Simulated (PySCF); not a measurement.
C₂H₅Se₂, SMILES C[Se][Se][CH2], multiplicity 2. Geometry: PBE-D3(BJ)/def2-SVP. The isomer is the one that the SMILES or the coordinates give; other isomers of the formula were not compared. Other conformers were not sampled.

Give the equilibrium geometry at PBE-D3(BJ)/def2-SVP (PySCF confirms it by a frequency run) as Cartesian coordinates in Å. (An estimate is asked for; the answer gives what the named calculation found.)

This is not unique; one that fits is 
```xyz
9

C      2.1927    -0.0238     0.7630
Se     1.0020    -0.4096    -0.5900
Se    -1.0019     0.6709     0.1567
C     -1.9617    -0.9103     0.8310
H      3.2247     0.2440     0.4883
H      1.8572     0.0345     1.8088
H     -2.9643    -0.5513     1.1374
H     -2.0704    -1.6652     0.0310
H     -1.4378    -1.3405     1.7040
```
Charge 0, spin multiplicity 2.
